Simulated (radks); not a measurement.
Results of a calculation; reference values are marked as such.
Q: Numerical settings for the phosphorus ion P3+, [Ne] 3s2. Code: a radial shooting solver on a logarithmic mesh with Libxc functionals. Model: scalar-relativistic Kohn-Sham, PBE, spin-polarised, spherical densities, finite nucleus; Fermi nuclear charge, rms radius 3.1889 fm. The defaults (mesh step 0.008 in ln r, mesh end at 40 bohr or more with all orbitals vanishing there, Anderson mixing 0.5 over 9 steps, residual threshold near 1e-9 with the energy settled to 1e-9 hartree or 1e-11 of itself, here a cap of 54 iterations) give E = -339.7478 hartree and 3s at -45.613 eV in 15 iterations. Run on one thread of a shared host, so times are rough (Arm Neoverse N1): 0.13 s of CPU time, 0.13 s wall, 15 iterations on 2189 mesh points. One setting is changed at a time: mesh step in ln r 0.2; mesh step in ln r 0.005; mesh step in ln r 0.02; mesh end (bohr) 400; mesh end (bohr) 12; residual threshold 0.01; residual threshold 0.1; mixing 0.01; linear mixing, mixing 0.8; linear mixing, mixing 0.5; mixing history 20; iteration cap 5. Which runs fail to converge, and which converge to a wrong energy?

A: Not converged within the cap: mesh step in ln r 0.2; linear mixing, mixing 0.8; linear mixing, mixing 0.5; iteration cap 5. No run marked as converged misses the energy by more than 1 mhartree.
